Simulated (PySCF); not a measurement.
B2Cl4, charge -1, multiplicity 2. Atoms are numbered in the order given.

```xyz
6

Cl     0.0000     1.5182    -1.8074
B      0.0000     0.0000    -0.8104
Cl     0.0000    -1.5182    -1.8074
B      0.0000     0.0000     0.8104
Cl     0.0000     1.5182     1.8074
Cl     0.0000    -1.5182     1.8074
```
Charge -1, spin multiplicity 2.

Geometry: PBE0-D3(BJ)/def2-SVPD. The multiplicity is an assumed one; no other spin state was optimised. One conformer was computed; it need not be the lowest.

Method: PBE/def2-SVPD (PySCF).

The molecule is in vacuum. A positive occupied level means that this level leaves the electron formally unbound; only the finite basis holds it.

Q: Estimate the frontier levels, dipole moment and polarisability. (An estimate is asked for; the answer gives what the named calculation found.)

A: 
| Quantity | Value |
|---|---|
| α spin, highest occupied and lowest empty level | 0.26 and 3.08 eV |
| β spin, highest occupied and lowest empty level | -2.56 and 1.31 eV |
| dipole moment about the centre of nuclear charge | 0.00 D |
| mean static polarisability | 107.9 bohr³ (15.98 Å³) |
| polarisability, principal values | 71.9, 117.6, 134.1 bohr³ |
| ⟨S²⟩ | 0.753 (pure state 0.75) |
